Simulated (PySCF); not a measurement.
Point-charge models of `C=NNCC[SiH3]` against its computed dipole.

Coordinates (GFN2-xTB, Å) and charges (e) from the PBE0/pcSseg-1 density (PySCF):

```json
{"atom": "C1", "x": "3.129", "y": "-0.356", "z": "-0.692", "Mulliken": "-0.0735", "IAO": "-0.2405", "Hirshfeld": "-0.0734", "ESP-fitted": "-0.1128"}
{"atom": "N2", "x": "2.171", "y": "0.053", "z": "0.023", "Mulliken": "-0.2042", "IAO": "-0.1459", "Hirshfeld": "-0.0942", "ESP-fitted": "-0.2471"}
{"atom": "N3", "x": "1.209", "y": "-0.772", "z": "0.424", "Mulliken": "-0.3259", "IAO": "-0.2357", "Hirshfeld": "-0.0787", "ESP-fitted": "-0.3464"}
{"atom": "C4", "x": "-0.037", "y": "-0.180", "z": "0.843", "Mulliken": "+0.0179", "IAO": "-0.1405", "Hirshfeld": "-0.0246", "ESP-fitted": "+0.0862"}
{"atom": "C5", "x": "-1.004", "y": "0.075", "z": "-0.314", "Mulliken": "-0.5428", "IAO": "-0.5514", "Hirshfeld": "-0.1649", "ESP-fitted": "-0.2510"}
{"atom": "Si6", "x": "-2.628", "y": "0.889", "z": "0.245", "Mulliken": "+0.4915", "IAO": "+0.5977", "Hirshfeld": "+0.3173", "ESP-fitted": "+0.3003"}
{"atom": "H7", "x": "3.214", "y": "-1.376", "z": "-1.074", "Mulliken": "+0.0771", "IAO": "+0.1038", "Hirshfeld": "+0.0324", "ESP-fitted": "+0.0955"}
{"atom": "H8", "x": "3.914", "y": "0.340", "z": "-0.924", "Mulliken": "+0.1152", "IAO": "+0.1589", "Hirshfeld": "+0.0461", "ESP-fitted": "+0.1135"}
{"atom": "H9", "x": "1.142", "y": "-1.685", "z": "-0.032", "Mulliken": "+0.1630", "IAO": "+0.2227", "Hirshfeld": "+0.1146", "ESP-fitted": "+0.3056"}
{"atom": "H10", "x": "-0.498", "y": "-0.846", "z": "1.579", "Mulliken": "+0.1202", "IAO": "+0.1369", "Hirshfeld": "+0.0407", "ESP-fitted": "+0.0408"}
{"atom": "H11", "x": "0.219", "y": "0.762", "z": "1.331", "Mulliken": "+0.1303", "IAO": "+0.1581", "Hirshfeld": "+0.0445", "ESP-fitted": "+0.0781"}
{"atom": "H12", "x": "-1.217", "y": "-0.873", "z": "-0.814", "Mulliken": "+0.1326", "IAO": "+0.1397", "Hirshfeld": "+0.0353", "ESP-fitted": "+0.0825"}
{"atom": "H13", "x": "-0.502", "y": "0.708", "z": "-1.049", "Mulliken": "+0.1517", "IAO": "+0.1528", "Hirshfeld": "+0.0377", "ESP-fitted": "+0.1118"}
{"atom": "H14", "x": "-3.473", "y": "1.116", "z": "-0.928", "Mulliken": "-0.0849", "IAO": "-0.1146", "Hirshfeld": "-0.0772", "ESP-fitted": "-0.0917"}
{"atom": "H15", "x": "-2.334", "y": "2.160", "z": "0.908", "Mulliken": "-0.0808", "IAO": "-0.1190", "Hirshfeld": "-0.0760", "ESP-fitted": "-0.0803"}
{"atom": "H16", "x": "-3.312", "y": "-0.007", "z": "1.181", "Mulliken": "-0.0874", "IAO": "-0.1230", "Hirshfeld": "-0.0797", "ESP-fitted": "-0.0851"}
```

Task: Compute μ = Σ q r for each scheme (1 e·Å = 4.803 D) and compare with the dipole of the full density.

Result: The full density gives (-0.58, -1.54, -0.82) D, 1.84 D in size; dipole vectors point from the negative to the positive end.

| scheme | μx | μy | μz | size (D) | share of the full size (%) | angle to the full dipole (°) |
| --- | --- | --- | --- | --- | --- | --- |
| Mulliken | -2.04 | 0.19 | 0.09 | 2.05 | 112 | 77 |
| IAO | -1.70 | -0.39 | 0.02 | 1.74 | 95 | 60 |
| Hirshfeld | -0.69 | -0.58 | 0.03 | 0.90 | 49 | 40 |
| ESP-fitted | -0.58 | -1.55 | -0.82 | 1.85 | 101 | 0 |

Task: Which set comes closest?

Result: Length of the difference vector: ESP-fitted 0.02 D, Hirshfeld 1.29 D, IAO 1.80 D, Mulliken 2.43 D. Closest: ESP-fitted. ESP charges are fitted to the potential around the molecule, whose slowest-falling term is the dipole's. 

Task: What is left for the Hirshfeld atoms' own dipoles?

Result: The shares of the density sum to the whole, so what Σ q r misses lies in dipoles about the nuclei. The atomic dipoles sum to (-0.58, -1.54, -0.82) − (-0.69, -0.58, 0.03) = (0.11, -0.96, -0.85) D, 1.29 D in size.

Task: With the origin at the mean of the coordinates, (0.000, 0.001, 0.044) Å, which are the largest single terms, by size, of the Mulliken dipole along the direction of the full one?

Result: C5 -1.09, H12 +0.96, H9 +0.85, H11 -0.80, N2 +0.71 D; all 16 atoms together +0.45 D. The single terms depend on the origin, their sum doesn't.

Task: Give the size of the full dipole in other units.

Result: 1.84 D = 0.723 au = 0.383 e·Å = 6.13 × 10⁻³⁰ C·m.

Isolated species at its GFN2-xTB geometry (one conformer only).

The values belong to the conformer `[CH2:1]=[N:2][NH:3][CH2:4][CH2:5][SiH3:6]`: C1–N2–N3–C4 -160°, N2–N3–C4–C5 86°, N3–C4–C5–Si6 -179°.
